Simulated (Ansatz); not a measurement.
Compare A (`NC(F)[SiH2]O`) with its isomer B (`NC(O)(F)[SiH3]`).

Gas-phase electronic energies from Ansatz, PBE0-D4/def2-TZVP geometries. CCSD(T)/CBS is the MP2 limit (def2-TZVPP, def2-QZVPP) plus CCSD(T) − MP2 in def2-TZVPP, frozen cores. Functionals use def2-TZVPP. Each species was taken in one conformer, which may not be the lowest.

(1) Which isomer does CCSD(T)/CBS put lower? Give the gap. (Estimate.)

(2) Give E(B) − E(A) in kcal/mol with PBE-D4, r2SCAN-D4, PBE0-D4, MP2/def2-TZVPP, CCSD/def2-TZVPP, B2PLYP, ωB97M-V. (Estimate.)

Largest T1 diagnostic: 0.012.

Answers

(1) The calculation gave: A, by 33.2 kcal/mol.

(2) The calculation gave: PBE-D4 29.9, r2SCAN-D4 31.5, PBE0-D4 30.8, MP2/def2-TZVPP 34.0, CCSD/def2-TZVPP 32.6, B2PLYP 33.5, ωB97M-V 31.9. None reverses the order clearly.

From PBE to PBE0 (25 % exact exchange), in def2-TZVPP and without D4, E(B) − E(A) moves by +0.9 kcal/mol.
